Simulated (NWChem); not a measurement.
System: C2H7FN2SW; SMILES C[N](C)[W](=[S])(=[NH])[F]

Here is an NWChem input.

```
start job
memory heap 200 mb stack 900 mb global 1100 mb
geometry units angstroms
  W     -0.140421    -0.254978    -0.084289
  N      0.507387    -1.520037    -1.143352
  H      0.913634    -2.324970    -1.621662
  S      0.822550    -0.473763     1.876291
  F     -2.027435    -0.160918     0.149844
  N      0.459161     1.471178    -0.728549
  C      0.040615     2.441801     0.281863
  C      1.490994     2.012028    -1.597946
  H      0.888770     2.725904     0.927230
  H     -0.348005     3.352121    -0.196364
  H     -0.762086     2.016943     0.913536
  H      1.129898     2.898406    -2.134915
  H      2.373709     2.300877    -1.007735
  H      1.780683     1.248083    -2.324980
end
basis spherical
  * library def2-svp
end
ecp
  W library def2-ecp
end
dft
  xc pbe0
  iterations 150
end
driver
  maxiter 120
end
task dft optimize
```

Output (shortened):

```
             Northwest Computational Chemistry Package (NWChem) 7.3.0
             --------------------------------------------------------

 C1  symmetry detected

                             Geometry "geometry" -> ""
                             -------------------------

 Output coordinates in angstroms (scale by  1.889725989 to convert to a.u.)

  No.       Tag          Charge          X              Y              Z
 ---- ---------------- ---------- -------------- -------------- --------------
    1 W                   74.0000    -0.24326146     0.30827237     0.00953646
    2 N                    7.0000    -1.22381805     0.72731675     1.42535936
    3 H                    1.0000    -1.68397249     1.08155986     2.26470668
    4 S                   16.0000     1.78504643     1.07235296     0.35767711
    5 F                    9.0000    -0.84655351     0.88502475    -1.70156926
    6 N                    7.0000    -0.03064067    -1.61635436    -0.05966182
    7 C                    6.0000     0.92451549    -1.87402881    -1.13646392
    8 C                    6.0000    -0.16090283    -2.76020662     0.82785324
    9 H                    1.0000     1.92825563    -2.08080444    -0.72862873
   10 H                    1.0000     0.60899098    -2.74296307    -1.73128037
   11 H                    1.0000     0.98666993    -1.00030541    -1.81217705
   12 H                    1.0000    -0.52119773    -3.64268304     0.28396453
   13 H                    1.0000     0.81247318    -3.00537494     1.27885234
   14 H                    1.0000    -0.87209751    -2.51577840     1.62193579

 Effective nuclear repulsion energy (a.u.)    1263.9077089601

                                Z-matrix (autoz)
                                --------

 Units are Angstrom for bonds and degrees for angles

      Type          Name      I     J     K     L     M      Value
      ----------- --------  ----- ----- ----- ----- ----- ----------
    1 Stretch                  1     2                       1.77247
    2 Stretch                  1     4                       2.19523
    3 Stretch                  1     5                       1.90381
    4 Stretch                  1     6                       1.93757
    5 Stretch                  1     7                       2.72754
    6 Stretch                  2     3                       1.02065
    7 Stretch                  6     7                       1.46227
    8 Stretch                  6     8                       1.45363
    9 Stretch                  7     9                       1.10299
   10 Stretch                  7    10                       1.09928
   11 Stretch                  7    11                       1.10627
   12 Stretch                  8    12                       1.09745
   13 Stretch                  8    13                       1.10044
   14 Stretch                  8    14                       1.09367
   15 Bend                     1     2     3               171.24929
   16 Bend                     1     6     7               105.84391
   17 Bend                     1     6     8               138.59004
   18 Bend                     1     7     6                43.10883
   19 Bend                     1     7     9               112.59760
   20 Bend                     1     7    10               137.46839
   21 Bend                     1     7    11                69.43796
   22 Bend                     2     1     4               107.58865
   23 Bend                     2     1     5               118.09950
   24 Bend                     2     1     6               108.90950
   25 Bend                     2     1     7               139.60822
   26 Bend                     4     1     5               109.26168
   27 Bend                     4     1     6               104.47813
   28 Bend                     4     1     7                87.10710
   29 Bend                     5     1     6               107.67380
   30 Bend                     5     1     7                90.02461
   31 Bend                     6     1     7                31.04725
   32 Bend                     6     7     9               110.80432
   33 Bend                     6     7    10               110.50346
   34 Bend                     6     7    11               110.32317
   35 Bend                     6     8    12               111.07490
   36 Bend                     6     8    13               110.25952
   37 Bend                     6     8    14               109.00863
   38 Bend                     7     6     8               111.68330
   39 Bend                     9     7    10               108.24552
   40 Bend                     9     7    11               108.83109
   41 Bend                    10     7    11               108.05440
   42 Bend                    12     8    13               108.32196
   43 Bend                    12     8    14               109.02998
   44 Bend                    13     8    14               109.11226
   45 Torsion                  1     6     7     9         101.27995
   46 Torsion                  1     6     7    10        -138.74231
   47 Torsion                  1     6     7    11         -19.31312
   48 Torsion                  1     6     8    12         145.84207
   49 Torsion                  1     6     8    13         -94.06868
   50 Torsion                  1     6     8    14          25.68669
   51 Torsion                  1     7     6     8        -162.14248
   52 Torsion                  2     1     6     7        -172.72503
   53 Torsion                  2     1     6     8         -18.24367
   54 Torsion                  2     1     7     6          10.65350
   55 Torsion                  2     1     7     9         -86.14145
   56 Torsion                  2     1     7    10          76.67802
   57 Torsion                  2     1     7    11         171.30915
   58 Torsion                  3     2     1     4          23.17117
   59 Torsion                  3     2     1     5        -100.99261
   60 Torsion                  3     2     1     6         135.86618
   61 Torsion                  3     2     1     7         130.08183
   62 Torsion                  4     1     6     7         -57.99463
   63 Torsion                  4     1     6     8          96.48673
   64 Torsion                  4     1     7     6         124.70279
   65 Torsion                  4     1     7     9          27.90784
   66 Torsion                  4     1     7    10        -169.27270
   67 Torsion                  4     1     7    11         -74.64156
   68 Torsion                  5     1     6     7          58.10004
   69 Torsion                  5     1     6     8        -147.41859
   70 Torsion                  5     1     7     6        -126.01130
   71 Torsion                  5     1     7     9         137.19375
   72 Torsion                  5     1     7    10         -59.98679
   73 Torsion                  5     1     7    11          34.64435
   74 Torsion                  6     1     7     9         -96.79495
   75 Torsion                  6     1     7    10          66.02452
   76 Torsion                  6     1     7    11         160.65565
   77 Torsion                  7     1     6     8         154.48136
   78 Torsion                  7     6     8    12         -60.64504
   79 Torsion                  7     6     8    13          59.44420
   80 Torsion                  7     6     8    14         179.19958
   81 Torsion                  8     6     7     9         -60.86253
   82 Torsion                  8     6     7    10          59.11521
   83 Torsion                  8     6     7    11         178.54440

                           NWChem Geometry Optimization
                           ----------------------------

 maximum gradient threshold         (gmax) =   0.000450
 rms gradient threshold             (grms) =   0.000300
 maximum cartesian step threshold   (xmax) =   0.001800
 rms cartesian step threshold       (xrms) =   0.001200
 fixed trust radius                (trust) =   0.300000
 source of zmatrix                         =   autoz

          -------------------
          Energy Minimization
          -------------------

 Using diagonal initial Hessian
 Scaling for Hessian diagonals: bonds = 1.00  angles = 0.25  torsions = 0.10

          --------
          Step   0

                                 NWChem DFT Module
                                 -----------------

 Summary of "ao basis" -> "ao basis" (spherical)
 ------------------------------------------------------------------------------
       Tag                 Description            Shells   Functions and Types
 ---------------- ------------------------------  ------  ---------------------
 W                          def2-svp                12       32   6s3p2d1f
 N                          def2-svp                 6       14   3s2p1d
 H                          def2-svp                 3        5   2s1p
 S                          def2-svp                 8       18   4s3p1d
 F                          def2-svp                 6       14   3s2p1d
 C                          def2-svp                 6       14   3s2p1d

[...]

      ----------------------
      Optimization converged
      ----------------------

  Step       Energy      Delta E   Gmax     Grms     Xrms     Xmax
  ---- ---------------- -------- -------- -------- -------- --------
@   26    -754.39626538 -2.1D-07  0.00009  0.00001  0.00059  0.00159
                                     ok       ok       ok       ok

                                Z-matrix (autoz)
                                --------

 Units are Angstrom for bonds and degrees for angles

[...]
```

Level: PBE0/def2-SVP with def2 effective core potentials on W. Not confirmed as a minimum by frequencies. def2 effective core potentials on W; no spin-orbit coupling.
